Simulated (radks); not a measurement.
Values are calculated unless marked as measured or tabulated.
Excited configurations of the neon ion Ne2+: one electron is placed in a higher orbital outside [He] 2s2 2p3. The ground configuration is [He] 2s2 2p4. Level of theory: Dirac Kohn-Sham, PBE, spin-unpolarised, spherical densities, finite nucleus; open shells are shared between the two j in proportion to 2j + 1; Fermi nuclear charge, rms radius 3.0055 fm (a radial shooting solver on a logarithmic mesh with Libxc functionals). Excitation = E - E(ground); binding = E(ion) - E, where the ion is the core of charge +3; n* = 3/sqrt(2 binding) in atomic units, and the quantum defect is n - n*. Eigenvalue and <r> are those of j = l + 1/2.

\begin{tabular}{lrrrrr}
outer orbital & excitation (eV) & binding (eV) & n* & quantum defect & eigenvalue (eV) \\ \hline
3s & 42.879 & 24.551 & 2.233 & 0.767 & -20.586 \\
3d & 53.087 & 14.344 & 2.922 & 0.078 & -11.219 \\
4s & 55.433 & 11.997 & 3.195 & 0.805 & -10.252 \\
5p & 61.069 & 6.361 & 4.388 & 0.612 & -5.472 \\
7f & 64.773 & 2.657 & 6.789 & 0.211 & -2.300 \\
\end{tabular}

The Delta-SCF ionisation energy is 67.430 eV (NIST Atomic Spectra Database: 63.423 eV, measured). Self-interaction in the functional shifts the binding energies and quantum defects, so they are the method's values and not measured ones. Spin polarisation and multiplet splitting are left out, so open shells lie too high by an amount that depends on their filling.

Beside tabulated values, note that spin-unpolarised runs miss the spin-polarisation part of the exchange energy of open shells.
